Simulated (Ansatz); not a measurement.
Molecule: C₂H₁₀NSi₂, net charge 0, doublet state. It need not be the lowest isomer of its formula. SMILES: C[SiH](C)N[SiH2]
Coordinates optimised at B3LYP-D3(BJ)/def2-TZVP (Ansatz, an electronic-structure program):
```xyz
15

Si    -0.7916    -0.1688    -0.2132
C     -1.8273     1.1637    -1.0226
C     -1.6777    -0.8516     1.2872
N      0.7741     0.4697     0.2155
Si     2.3364    -0.1972    -0.1154
H     -0.5246    -1.2709    -1.1698
H     -2.8102     0.7786    -1.3037
H     -1.3424     1.5469    -1.9221
H     -1.9866     2.0037    -0.3411
H     -2.6419    -1.2856     1.0110
H     -1.0811    -1.6287     1.7686
H     -1.8632    -0.0663     2.0243
H      0.7787     1.3923     0.6311
H      3.2644     0.1712     0.9953
H      2.1903    -1.6774    -0.1892
```
Charge 0, spin multiplicity 2.

Atomisation energy built up term by term with Ansatz (kcal/mol; UHF references for open shells; valence terms freeze the core; atomic spin-orbit terms are left out). CBS marks a two-point X^-3 extrapolation of the correlation energy; Hartree-Fock from the larger set.

| term | basis | kcal/mol |
|---|---|---|
| Hartree-Fock | cc-pV(Q+d)Z | ___ |
| CCSD correlation | CBS(cc-pV(T+d)Z,cc-pV(Q+d)Z) | 297.23 |
| (T) | CBS(cc-pV(T+d)Z,cc-pV(Q+d)Z) | ___ |
| core correlation | cc-pwCVTZ | 2.90 |
| scalar relativity (X2C) | cc-pVTZ-DK against cc-pVTZ | -1.98 |
| sum: De |  | ___ |

**Question.** Fill in the missing entries.

**Answer.** 
- Hartree-Fock, kcal/mol: 945.09
- (T), kcal/mol: 15.49
- sum: De, kcal/mol: 1258.7
